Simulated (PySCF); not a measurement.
RuF6 (triplet state).
Bonds: Ru1–F2, Ru1–F3, Ru1–F4, Ru1–F5, Ru1–F6, Ru1–F7.

A GFN2-xTB structure was refined with PBE0-D3(BJ)/def2-SVP geometry optimisation, gas phase, def2 core potentials past Kr (PySCF). Its GFN2-xTB values:

| coordinate | GFN2-xTB |
| --- | --- |
| Ru1–F2 | 1.843 Å |
| Ru1–F6 | 1.843 Å |
| F2–Ru1–F3 | 179.9° |
| F2–Ru1–F4 | 90.0° |
| F2–Ru1–F5 | 89.9° |

Q: How do these coordinates change at the PBE0-D3(BJ)/def2-SVP level?

A: 
```
coordinate  PBE0-D3(BJ)/def2-SVP (Å or °)  change
    Ru1–F6                          1.802  -0.041
    Ru1–F2                          1.815  -0.028
 F2–Ru1–F4                           91.3    +1.3
 F2–Ru1–F5                           88.7    -1.2
 F2–Ru1–F3                          180.0    +0.1
```

The energy falls by 10.4 kJ/mol over 8 energy and gradient evaluations, the largest force component goes from 0.0239 to 7.4e-05 Eh/bohr, and the atoms move by 0.034 Å rms after alignment. Among the bonds, Ru1–F6 and Ru1–F7 change most and about equally (-0.041 Å). Bonds longer at the end by more than 0.005 Å: 0 of 6; shorter: 6. Rotational constants go from 1958, 1958, 1958 to 2056, 2019, 2011 MHz.

The run used 115 basis functions and 109 SCF cycles in all. Hardware: one thread, Arm Neoverse N1 (shared host). Cost: 2.5 min of wall time.

Stationary, but not proved a minimum. ⟨S²⟩ = 2.015 (exact for a triplet: 2.00).

Neither the SCF state along the optimisation nor the shape of the open-shell metal species was proved the lowest: other solutions of the same spin, or a structure of lower symmetry, can lie below.
